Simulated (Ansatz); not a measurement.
W(OH)F5 (WOF₅H). Total charge 0; singlet. Geometry B3LYP-D4/def2-SVP.

```
atom   x (Å)   y (Å)   z (Å)
  W1   0.187  -0.244   0.052
  O2  -0.912   1.194  -0.252
  H3  -1.489   1.947  -0.416
  F4   1.299  -1.700   0.360
  F5   1.168   0.686   1.331
  F6  -0.710  -1.285  -1.204
  F7   1.386   0.304  -1.262
  F8  -0.928  -0.902   1.390
```

In the def2 sets W takes a core potential; there is no spin–orbit coupling.

(1) Estimate the orbital energies around the gap (eV) in Ansatz with PBE-D4/def2-SVP, PBE-D4/def2-TZVP, r2SCAN-D4/def2-TZVP, BHLYP-D4/def2-TZVP, BHLYP-D4/def2-TZVPD.

## Answers

(1) 
| orbital | PBE-D4/def2-SVP | PBE-D4/def2-TZVP | r2SCAN-D4/def2-TZVP | BHLYP-D4/def2-TZVP | BHLYP-D4/def2-TZVPD |
| --- | --- | --- | --- | --- | --- |
| HOMO−5 | -10.34 | -10.52 | -11.10 | -14.79 | -14.79 |
| HOMO−4 | -10.06 | -10.21 | -10.75 | -14.36 | -14.36 |
| HOMO−3 | -10.06 | -10.21 | -10.75 | -14.36 | -14.36 |
| HOMO−2 | -9.78 | -9.94 | -10.49 | -14.14 | -14.14 |
| HOMO−1 | -9.38 | -9.52 | -10.03 | -13.35 | -13.34 |
| HOMO | -9.38 | -9.52 | -10.03 | -13.35 | -13.34 |
| LUMO | -4.57 | -4.62 | -4.72 | -3.40 | -3.40 |
| LUMO+1 | -4.34 | -4.41 | -4.50 | -3.21 | -3.23 |
| LUMO+2 | -4.34 | -4.41 | -4.50 | -3.21 | -3.23 |
| LUMO+3 | -0.75 | -1.12 | -0.53 | 0.27 | -0.35 |
| LUMO+4 | 0.12 | 0.00 | 0.52 | 1.28 | 0.81 |
| LUMO+5 | 0.63 | 0.46 | 0.53 | 2.02 | 1.04 |
